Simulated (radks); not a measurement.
Ag40+, configuration [He] 2s2 2p3 (the NIST ground configuration).

Calculated with a radial shooting solver on a logarithmic mesh with Libxc functionals: scalar-relativistic Kohn-Sham, PBE, spin-polarised, spherical densities, finite nucleus; open shells are filled with parallel spins first (spin-orbit coupling, left out, can overturn this in heavy ions); Fermi nuclear charge, rms radius 4.5454 fm.

Energy parts (eV):
total: -94887.704
kinetic: 99863.969
electron-nucleus: -200232.508
Hartree: 7114.654
exchange-correlation: -1633.819

Orbitals (lengths in bohr, moments of r in powers of bohr; r(max) is where P^2 peaks):
| orbital | occ. | eigenvalue (eV) | <r> | r(max) | <r^2> | <1/r> |
|---|---|---|---|---|---|---|
| 1s up | 1 | -28466.27 | 0.03104 | 0.02014 | 0.001302 | 49.50 |
| 1s down | 1 | -28434.56 | 0.03101 | 0.02013 | 0.001299 | 49.55 |
| 2s up | 1 | -6462.084 | 0.1292 | 0.1110 | 0.01958 | 11.78 |
| 2s down | 1 | -6407.599 | 0.1297 | 0.1113 | 0.01973 | 11.72 |
| 2p up | 3 | -6157.318 | 0.1115 | 0.08801 | 0.01504 | 11.34 |
| 2p down | 0 | -6092.166 | 0.1120 | 0.08833 | 0.01519 | 11.30 |

The highest occupied level is 2p up at -6157.3 eV. The electron density at the nucleus is 1.479e+05 e/bohr^3 (large components only). The density falls to 0.001 e/bohr^3 at r = 0.47 bohr. Spin moment in Bohr magnetons: 3.
